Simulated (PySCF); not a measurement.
C3H6Se, SMILES C=C[Se]C.

Coordinates come from a B3LYP-D3(BJ)/def2-SVP optimisation. Other conformers were not sampled.

Method: B3LYP-D3(BJ)/def2-SVP run with PySCF.

Frequencies are harmonic and unscaled.

Computed normal modes with their intensities:
```csv
mode,ν (cm⁻¹),IR (km/mol),Raman (Å⁴/amu),depolarisation,moving atoms (share of kinetic energy)
1,60,1.7,5.2,0.75,"C 51 %, H 47 %"
2,131,0.1,0.2,0.61,H 97 %
3,180,0.1,2.7,0.74,"C 51 %, H 31 %, Se 17 %"
4,353,0.7,9.4,0.36,"C 65 %, H 24 %, Se 10 %"
5,568,14.7,5.9,0.72,"H 65 %, C 34 %"
6,594,1.8,17.7,0.23,"C 69 %, H 16 %, Se 15 %"
7,609,5.9,3.3,0.68,"C 64 %, H 22 %, Se 14 %"
8,906,4.8,4.1,0.73,"H 86 %, C 13 %"
9,907,29.2,2.2,0.67,"H 71 %, C 29 %"
10,915,11.0,3.8,0.74,"H 82 %, C 17 %"
11,985,25.9,1.9,0.63,"H 92 %, C 8 %"
12,1018,4.4,6.4,0.72,"H 77 %, C 22 %"
13,1264,15.4,12.0,0.36,"H 79 %, C 21 %"
14,1300,4.6,2.2,0.41,"H 85 %, C 15 %"
15,1394,7.1,33.0,0.41,"H 84 %, C 16 %"
16,1439,7.6,19.0,0.75,H 95 %
17,1452,11.0,11.6,0.75,H 95 %
18,1657,43.9,36.1,0.17,"C 85 %, H 15 %"
19,3048,19.7,147.9,0.01,H 98 %
20,3132,2.8,88.5,0.15,H 95 %
21,3156,6.8,144.2,0.39,"H 91 %, C 9 %"
22,3158,1.7,52.9,0.38,"H 90 %, C 10 %"
23,3164,3.3,85.2,0.74,"H 90 %, C 10 %"
24,3229,4.2,106.4,0.66,"H 89 %, C 11 %"
```
